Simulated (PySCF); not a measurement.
C₉H₈O₂, SMILES O=Cc1ccc(C(C)=O)cc1, GFN2-xTB optimised geometry.

```
19

C     -0.75    -3.16     0.14
C     -1.49    -1.85     0.00
O     -2.69    -1.80    -0.11
C     -0.67    -0.60     0.00
C     -1.35     0.61     0.00
C     -0.66     1.81     0.00
C      0.74     1.81     0.00
C      1.49     3.07     0.01
O      2.69     3.16     0.01
C      1.42     0.59     0.00
C      0.73    -0.60     0.00
H     -1.47    -3.97     0.19
H     -0.09    -3.31    -0.71
H     -0.15    -3.15     1.05
H     -2.43     0.59     0.00
H     -1.19     2.75     0.00
H      0.85     3.97     0.01
H      2.50     0.61     0.00
H      1.28    -1.53    -0.01
```

Density from PBE0/def2-SVP in PySCF at that geometry.

Minimum of the electron density along straight lines between bonded atoms, close to the bond critical point (lines longer than 1.1 times the sum of covalent radii, or with two minima, are not listed):

```
bond     length / Å  ρ at the minimum / e bohr⁻³  ∇²ρ there / e bohr⁻⁵  position (fraction from the first atom)
-------  ----------  ---------------------------  --------------------  ---------------------------------------
C1–C2         1.507                        0.258                 -0.62                                     0.49
C2–O3         1.209                        0.410                  0.42                                     0.33
C2–C4         1.492                        0.266                 -0.65                                     0.50
C4–C5         1.397                        0.306                 -0.77                                     0.50
C5–C6         1.378                        0.316                 -0.82                                     0.50
C6–C7         1.395                        0.307                 -0.78                                     0.50
C7–C8         1.470                        0.276                 -0.69                                     0.50
C8–O9         1.204                        0.413                  0.49                                     0.33
C7–C10        1.396                        0.306                 -0.77                                     0.50
C4–C11        1.396                        0.306                 -0.77                                     0.50
C10–C11       1.379                        0.315                 -0.81                                     0.50
C1–H12        1.087                        0.278                 -1.04                                     0.64
C1–H13        1.088                        0.274                 -0.99                                     0.63
C1–H14        1.088                        0.274                 -1.00                                     0.63
C5–H15        1.080                        0.287                 -1.13                                     0.65
C6–H16        1.080                        0.284                 -1.09                                     0.63
C8–H17        1.108                        0.276                 -1.04                                     0.63
C10–H18       1.080                        0.286                 -1.12                                     0.64
C11–H19       1.078                        0.286                 -1.10                                     0.63
```
